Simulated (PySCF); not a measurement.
C(2+) (carbon, charge +2) across methods

[He] 2p2, high-spin 3P determinant (an excited configuration). Computed with PySCF 2.14 in def2-QZVPPD (8s4p4d2f1g, 63 functions), with no relativity, point nucleus.

```csv
method,E (hartree),mean ε 1s α (eV),mean ε 1s β (eV),mean ε 2p α (eV),Σ⟨r²⟩ (bohr²),⟨S²⟩
UHF,-35.84343,-342.37,-340.72,-38.911,4.469,2.000
r2SCAN0,-35.9556,-318.92,-317.49,-34.770,4.398,2.000
LDA,-35.6179,-304.40,-302.97,-32.658,4.433,2.000
PBE0,-35.9364,-316.04,-314.60,-34.469,4.422,2.000
r2SCAN,-35.9685,-310.96,-309.57,-33.276,4.386,2.000
PW91,-35.9731,-307.37,-305.98,-32.935,4.411,2.000
TPSS,-35.9973,-309.67,-308.26,-32.901,4.402,2.000
revPBE,-35.9941,-307.20,-305.96,-32.842,4.418,2.000
```

(1) Estimate the same row for PBE.

Answers

(1) E (hartree) = -35.9447; mean ε 1s α (eV) = -307.01; mean ε 1s β (eV) = -305.64; mean ε 2p α (eV) = -32.836; Σ⟨r²⟩ (bohr²) = 4.420; ⟨S²⟩ = 2.000.
